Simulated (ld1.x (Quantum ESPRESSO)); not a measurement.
Fe: excitation energies, all-electron against TM semilocal

Fe, norm-conserving Troullier–Martins (semilocal form), made with ld1.x (Quantum ESPRESSO) 7.5 (PBE, scalar-relativistic). Core [Ar], reference 3d6 4s1.75 4p0.25. Waves: 4s (bound): rc 1.75 bohr; 4p (bound): rc 3.35 bohr; 3d (bound): rc 1.70 bohr. Local part: the d channel. Core correction: Bessel-smoothed model core, default radius (core density twice the valence density).

Energies are relative to the spin-unpolarised reference configuration 3d6 4s1.75 4p0.25; without spin polarisation the order of configurations can differ from experiment. Not all tests gave a result: 1 of 7 tests not solved or not reliable. Left out of the table: 3d7 4s1 4p0 (solver errors, printed error -391 eV).

```tsv
valence configuration	charge	ΔE all-electron (eV)	error AE − PS (meV)
3d6 4s1 4p0	+1	7.729	-3.6
3d6 4s0 4p0	+2	23.933	-27
3d6 4s1.5 4p0	+0.5	2.484	-0.8
3d6 4s1 4p1	0	3.105	+0.6
3d6 4s0 4p1	+1	12.784	+4.1
```

(1) What are ΔE and the potential's error for 3d6 4s2 4p0?

Levels in the configuration 3d6 4s0 4p0:

```tsv
level	all-electron (eV)	pseudo (eV)
3d	-25.717	-25.686
```

## Answers

(1) ΔE = -1.000 eV all-electron; the error (AE − PS) is +0.2 meV.
